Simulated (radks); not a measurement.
Species: Yb+. Configuration: [Xe] 4f13 5d1 6s1 (not the ground configuration). Calculated with a radial shooting solver on a logarithmic mesh with Libxc functionals: scalar-relativistic Kohn-Sham, SCAN, spin-polarised, spherical densities, finite nucleus; open shells are filled with parallel spins first (spin-orbit coupling, left out, can overturn this in heavy ions); meta-GGA in the generalised Kohn-Sham scheme; Fermi nuclear charge, rms radius 5.3108 fm.

Radial electron density D(r) = 4 pi r^2 rho(r):

```
   r/bohr * D(r) (the largest magnitude, 127, reaches the edge; | marks zero)
  0.00285 |           *
 0.003344 |              *
 0.003893 |                 *
 0.004532 |                    *
 0.005276 |                        *
 0.006142 |                            *
  0.00715 |                               *
 0.008391 |                                   *
 0.009769 |                                      *
  0.01137 |                                       *
  0.01324 |                                        *
  0.01541 |                                        *
  0.01794 |                                      *
  0.02089 |                                     *
  0.02451 |                                   *
  0.02854 |                                    *
  0.03322 |                                      *
  0.03867 |                                           *
  0.04502 |                                                *
  0.05241 |                                                    *
  0.06151 |                                                      *
  0.07161 |                                                    *
  0.08336 |                                               *
  0.09705 |                                          *
    0.113 |                                         *
   0.1315 |                                           *
   0.1543 |                                                *
   0.1797 |                                                *
   0.2092 |                                          *
   0.2435 |                                 *
   0.2835 |                         *
     0.33 |                       *
   0.3873 |                         *
   0.4509 |                           *
   0.5249 |                         *
   0.6111 |                    *
   0.7114 |              *
   0.8281 |         *
   0.9641 |       *
    1.131 |     *
    1.317 |    *
    1.533 |  *
    1.785 | *
    2.078 |*
    2.419 |*
    2.839 *
    3.305 *
    3.848 *
    4.479 *
    5.214 *
     6.07 *
    7.124 *
    8.293 *
    9.655 *
```

D(r) has 4 maxima, at r = 0.0135, 0.0605, 0.169, 0.458 bohr, and minima at 0.0257, 0.110, 0.322 bohr, inside which lie 1.91, 11.14, 29.67 electrons.
